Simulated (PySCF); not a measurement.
# Structure revision by computed shifts

A compound C8H10O2 gives the data below (simulated from a calculation) and was assigned the structure `COc1ccccc1OC`.

$^{13}$C{$^{1}$H} NMR (computed): δ 165.1 (C), 137.8 (C), 134.4 (CH), 133.5 (CH), 126.2 (CH), 112.9 (CH), 69.4 (CH2), 55.7 (CH3).

$^{1}$H NMR (600 MHz, computed): δ 7.56 (m, 1H), 7.48 (d, 1H), 7.23 (m, 1H), 6.87 (d, 1H), 4.91 (s, 2H), 4.05 (s, 3H), 2.51 (br s, 1H).

PySCF 2.14.0 with density-fitted response routines calculation with coordinates at the GFN2-xTB level and GIAO PBE0/pcSseg-1 shieldings; no solvent model, one averaged value for each set of equivalent atoms, non-relativistic, single conformer.

Chemical shifts δ = σref − σ; $^{1}$H and $^{13}$C vs TMS, all at this level.

Question: Compare with the shifts computed for the proposed structure, pairing carbons in order of shift.

Answer: Mapped SMILES: `[CH3:1][O:2][c:3]1[cH:4][cH:5][cH:6][cH:7][c:8]1[O:9][CH3:10]`. Hydrogens are named by the atom that carries them.

```csv
atom,computed for proposal,given list,difference
C3,156.9,165.1,-8.2
C8,156.9,137.8,+19.1
C5,124.9,134.4,-9.5
C6,124.9,133.5,-8.6
C4,112.9,126.2,-13.3
C7,112.9,112.9,+0.0
C1,55.5,69.4,-13.9
C10,55.5,55.7,-0.2
```

The rms difference is 11.0 ppm and the largest +19.1 ppm at C8 (aromatic carbon bearing oxygen). The proposal also would give 4 carbon signals, not 8. The carbon types in order of shift don't match either: C, C, CH, CH, CH, CH, CH3, CH3 for the proposal against C, C, CH, CH, CH, CH, CH2, CH3 in the data. The proposal doesn't fit.

Question: Which isomer fits?

Answer: SMILES COc1ccccc1CO.

1. Carbon types of the structure: 2 × C, 4 × CH, 1 × CH2, 1 × CH3, leaving 1 H on heteroatoms.
2. δC 165.1: aromatic carbon bearing oxygen; an ipso carbon deshielded by its heteroatom.
3. δC 137.8: substituted aromatic carbon.
4. δC 134.4, 133.5, 126.2, 112.9: aromatic CH.
5. δC 69.4: sp3 CH2 bonded to O, on an aromatic ring; the inductive effect lowers its shielding.

This is the structure that produced the data.

The OH or NH signal is concentration- and solvent-dependent in practice; the value given is the gas-phase one. Shifts are as computed. Against solution values, carbons near 30 ppm lie about +3 ppm off and those near 130 ppm about +5 ppm. Of 1211 compounds with measured shifts, 218 miss one by over three times the rms of a fit or turn the order of signals round; such compounds aren't used in these exercises. Multiplicities follow the n + 1 count of equivalent neighbours, as no J values were calculated; m marks all less simple cases, F and P coupling included.
